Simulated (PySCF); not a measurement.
# How the method changes the constants of CaO

State: ¹Σ⁺ (singlet), closed shell. Set-up: Ca def2-SVPD, O def2-SVPD; no relativity (PySCF 2.14). De refers to Ca + O in their high-spin ground configurations, without counterpoise correction. A positive dipole means Ca(−)O(+). Levels whose curve was spin-contaminated or gave no clean fit are not listed.

```
      Level  Re (Å)  ωe (cm⁻¹)  De (eV)   μ (D)  CPU s a point (SCF and correlation, without the integrals)
        RHF   1.843        824    0.435  -11.72                                                        0.09
    RHF-MP2   1.894        663     4.16     n/a                                                        0.13
RHF-SCS-MP2   1.892        675     3.79     n/a                                                         n/a
   RHF-CCSD   1.878        727     3.11     n/a                                                         n/a
        PBE   1.837        755     5.17   -8.17                                                        0.53
     revPBE   1.845        747     4.92   -8.18                                                        0.44
     r²SCAN   1.829        785     4.91   -8.68                                                         1.2
      TPSSh   1.833        783     4.58   -8.81                                                        0.79
      B3LYP   1.834        773     4.35   -8.98                                                        0.63
       PBE0   1.819        797     4.28   -9.19                                                           1
```

(1) What does a quarter of exact exchange do here, going from PBE to PBE0?

(2) What does the step from GGA to meta-GGA do here, going from PBE to r²SCAN?

(3) What does second-order correlation do here, going from RHF to RHF-MP2?

Correlated steps freeze 6 core orbitals. Correlated levels converge slowly with the basis: in double zeta they bind strong bonds too weakly, by up to about 1 eV, and carry superposition errors of some tenths. Where the molecule has an RHF reference, its open-shell atoms are computed with UHF. The CCSD T1 diagnostic is raised, a sign that a single reference may not be enough here.

The whole job (state search and all levels along the bond) took about 1.5 min on 1 thread of Oxide Virtual Turin-like (shared host), peak memory 0.58 GiB.

Answers

(1) PBE0 less PBE: -1.8 pm in Re, +5.6 % in ωe, -0.89 eV in De. Exact exchange removes part of the self-interaction that spreads semilocal densities, and in most molecules shortens and stiffens the bond and lowers De; so it does here.

(2) r²SCAN less PBE: -0.8 pm in Re, +4.0 % in ωe, -0.26 eV in De. 

(3) RHF-MP2 less RHF: +5.1 pm in Re, -19.5 % in ωe, +3.73 eV in De. Correlation nearly always deepens the well. The bond lengthens, as in strong covalent bonds, where excitations into antibonding orbitals dominate.
